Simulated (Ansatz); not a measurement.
A search over several starts for the lowest SCF solution of SiH2MeBr (CH₅BrSi) at the given spin, in a small basis.

```yaml
crystal:
  periodic: [false, false, false]
  atoms:
    - {symbol: Si, position_ang: [0.461497, -0.626799, 0.334578]}
    - {symbol: H, position_ang: [0.449914, -0.682621, 1.815678]}
    - {symbol: H, position_ang: [1.860260, -0.692180, -0.151253]}
    - {symbol: C, position_ang: [-0.416045, 0.881475, -0.302428]}
    - {symbol: H, position_ang: [0.071794, 1.785667, 0.072996]}
    - {symbol: H, position_ang: [-1.457739, 0.890955, 0.024783]}
    - {symbol: H, position_ang: [-0.398450, 0.908137, -1.393832]}
    - {symbol: Br, position_ang: [-0.571231, -2.464633, -0.400512]}
basis:
  gaussian: {orbitals: def2-SVP, initial_orbitals: start.molden}
hamiltonian: {xc: pbe0, dispersion: d4}
output: {orbitals: {seedname: orbitals}}
```

The file start.molden holds the orbitals of an earlier run on this structure, at another level or in another basis.

```sh
$ ansatz run in.yaml --threads 4 --pin off --events-out ev --progress --plain --max-ram 3916MiB
```

It prints (some lines left out):

```
Functional definition: PBE0
875 factors; integrals over basis functions are off by at most 1.3e-3 eV
mean field evaluation 1: about -79019.2676 eV, gradient 6.1e0 eV
mean field evaluation 2: about -79019.3291 eV, gradient 5.9e-2 eV
mean field evaluation 4: about -79019.3855 eV, gradient 5.2e-4 eV
mean field evaluation 8: about -79015.6577 eV, gradient 3.9e1 eV
mean field evaluation 16: about -79019.3855 eV, gradient 1.2e-2 eV
mean field -79019.38552315 eV, -2903.9088567127 hartree, gradient 2.6e-5 eV, S^2 0.000000; 1 other end points of the search recorded, 0 dependent functions left out
reference -79019.38554817 eV, -2903.9088576319 hartree; 30, 30 occupied and 59, 59 virtual orbitals, 875 factors
Total energy: -79019.51498372 eV, -2903.9136143008 hartree
```

It took 1.1 s on 4 threads of Arm Neoverse V2 on a shared host.
